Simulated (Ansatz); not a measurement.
Consider the homolysis of the Cl–Si bond: `Cl[SiH2][GeH3]` → Cl• + `[SiH2][GeH3]`•.

Calculated with Ansatz (gas phase, PBE0-D4/def2-TZVP geometries, no zero-point term in ΔE). CCSD(T)/CBS adds triple-zeta CCSD(T) − MP2 to the extrapolated MP2 energy (def2 sets, frozen cores). This one scheme is used for every species, atoms too. Functionals use def2-TZVPP. HSE06 is defined as in plane-wave codes. No spin–orbit coupling; open shells (•) take unrestricted orbitals. Spin–orbit coupling would lower the free atoms: a little for Cl. For Ge outer-core shells are correlated without core-valence functions, so the limit isn't a true one: a few kJ/mol of doubt a bond, and 10 to 20 or more in all where bonds break to atoms. Scalar relativity is left out up to krypton.

`Cl[SiH2][GeH3]`:

Cartesian coordinates in Å:
```
Cl -1.584 -1.823 1.029
Si 0.194 -0.796 0.831
Ge -0.055 0.873 -0.843
H 0.522 -0.200 2.150
H 1.246 -1.779 0.469
H -0.412 0.220 -2.186
H 1.261 1.655 -1.003
H -1.171 1.851 -0.447
```

`[SiH2][GeH3]`•:

Cartesian coordinates in Å:
```
Si -1.196 -0.645 -0.432
Ge 0.789 0.244 0.508
H -2.316 0.334 -0.485
H -0.993 -1.246 -1.780
H 1.866 -0.851 0.568
H 1.340 1.424 -0.315
H 0.509 0.739 1.936
```

Question: What is ΔE at CCSD(T)/CBS? (An estimate is asked.)

Answer: Computed: +456.7 kJ/mol.

Question: What do these levels give: ωB97M-V, PBE-QIDH, PBE0, r2SCANh, HSE06, BHLYP, LC-ωPBE, MP2/def2-SVP, CCSD(T)/def2-SVP, HF/def2-TZVPP, SCS-MP2/def2-TZVPP, MP2/def2-QZVPP? (An estimate is asked.)

Answer: The calculation gave: ωB97M-V 460.3, PBE-QIDH 449.8, PBE0 439.5, r2SCANh 437.9, HSE06 440.1, BHLYP 422.8, LC-ωPBE 435.8, MP2/def2-SVP 420.0, CCSD(T)/def2-SVP 403.9, HF/def2-TZVPP 337.8, SCS-MP2/def2-TZVPP 449.5, MP2/def2-QZVPP 471.7 kJ/mol.

Largest T1 diagnostic among the species: 0.013.

The D4 term adds +8.7 kJ/mol with B3LYP and +4.6 kJ/mol with PBE0; it sums over pairs of atoms, weighted by their polarisabilities, and B3LYP, whose exchange is more repulsive, gets the larger term. From r2SCAN to r2SCAN0 (25 % exact exchange), in def2-TZVPP and without D4, ΔE moves by −5.9 kJ/mol: exact exchange takes away binding that semilocal exchange gives to molecules. In def2-TZVPP, CCSD(T) changes the Hartree–Fock value by +98.4 kJ/mol (the triples alone add +9.5 kJ/mol) and MP2 by +121.8 kJ/mol; breaking electron pairs costs correlation energy, which Hartree–Fock lacks.

B3LYP here is the variant with VWN-RPA as its local correlation; programs differ in this.
